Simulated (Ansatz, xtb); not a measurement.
C5H8ClNO: which of two isomers lies lower

Structure a: `NC(=O)CC/C=C/Cl`, a singlet. Structure b: `NC(=O)CC/C=C\Cl`, a singlet. Both are isolated molecules in the gas phase, relaxed with PBE0-D3(BJ)/def2-SVP, each in the lowest conformer that the search found.

Problem. Estimate E(b) − E(a) at the level CCSD(T)/def2-SVP + ΔMP2/def2-TZVPP.

Solution. Too close to call at this level: CCSD(T)/def2-SVP + ΔMP2/def2-TZVPP gives E(b) − E(a) = −0.82 kcal/mol.

The same difference at several levels:

| level | geometry | E(b) − E(a) (kcal/mol) | departure from the last row (kcal/mol) | job, with rough time for the two |
| --- | --- | --- | --- | --- |
| GFN2-xTB | GFN2-xTB | +0.22 | +1.04 | optimisation, 0.24 s |
| HF/STO-3G | GFN2-xTB | −1.12 | −0.30 | single point, 0.48 s |
| r2SCAN-D4/def2-SVP | GFN2-xTB | −1.21 | −0.39 | single point, 4.7 s |
| PBE0-D3(BJ)/def2-SVP | PBE0-D3(BJ)/def2-SVP | −1.23 | −0.41 | optimisation, 1.8 min |
| HF/def2-SVP | PBE0-D3(BJ)/def2-SVP | −1.25 | −0.43 | part of the CCSD(T) run |
| MP2/def2-SVP | PBE0-D3(BJ)/def2-SVP | −0.75 | +0.07 | part of the CCSD(T) run |
| CCSD(T)/def2-SVP | PBE0-D3(BJ)/def2-SVP | −0.82 | 0.00 | single point |
| CCSD(T)/def2-SVP + ΔMP2/def2-TZVPP | PBE0-D3(BJ)/def2-SVP | −0.82 |  | single point, 2.1 min |

As drawn, both hold the same kinds of bond in the same numbers.

The largest departure from CCSD(T)/def2-SVP + ΔMP2/def2-TZVPP is that of GFN2-xTB, 1.04 kcal/mol. The last row adds to CCSD(T) the change of the MP2 difference between the two basis sets, here 0.00 kcal/mol.

With thermal terms from frequencies at re-optimised GFN2-xTB minima (ideal gas, soft modes damped towards free rotors, one conformer each, 298.15 K, 1 atm): on the last row, ΔE + ΔZPE = −0.76, ΔH = −0.83, ΔG = −0.70 kcal/mol.

The correlated steps freeze 12 core orbitals. Programs: Ansatz 0.2.0, xtb 6.7.1; the last row on 4 threads of Arm Neoverse V1 on a shared host.
